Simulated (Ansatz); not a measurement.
Coupled-cluster diagnostics for the cluster Sn3H6 (the lowest singlet isomer of a short search), Ansatz.

Geometry of the singlet (PBE0-D4/def2-SVP):

```xyz
9

Sn    0.103    1.176    0.662
Sn   -0.688   -2.067    0.720
Sn    0.794   -0.650   -1.317
H    -0.583   -0.262    1.675
H     1.154    1.707    1.912
H     0.137   -0.067   -2.791
H     2.508   -0.606   -1.432
H    -1.314    2.141    0.666
H    -2.111   -1.372   -0.095
```

In the def2 sets Sn takes a core potential; there is no spin–orbit coupling. Correlated methods freeze 12 core orbitals; core or outer-core shells of Sn are correlated, in sets that lack core-valence functions. The structure comes from a short search, and lower isomers may exist.

(1) Estimate the CCSD(T) correlation energy, the shares of MP2 and (T), T1 and the reference's ⟨S²⟩ for: charge 0, singlet, own geometry in def2-SVP; charge 1, doublet, vertical in def2-SVP; and the rough time on 4 threads of Arm Neoverse V2 on a shared host.

Answers

(1) 
| state | basis | correlation (eV) | MP2 share (%) | (T) share (%) | T1 | ⟨S²⟩ (pure) | wall time |
| --- | --- | --- | --- | --- | --- | --- | --- |
| charge 0, singlet, own geometry | def2-SVP | -11.186 | 82.8 | 3.4 | 0.011 | 0.00 (0.00) | 9.5 s |
| charge 1, doublet, vertical | def2-SVP | -10.542 | 81.3 | 3.4 | 0.014 | 0.81 (0.75) | 40 s |
Customary marks for T1 are 0.02 (closed shells), 0.045 (open shells) and about 0.05 (3d metals). T1 stays under 0.02 throughout.
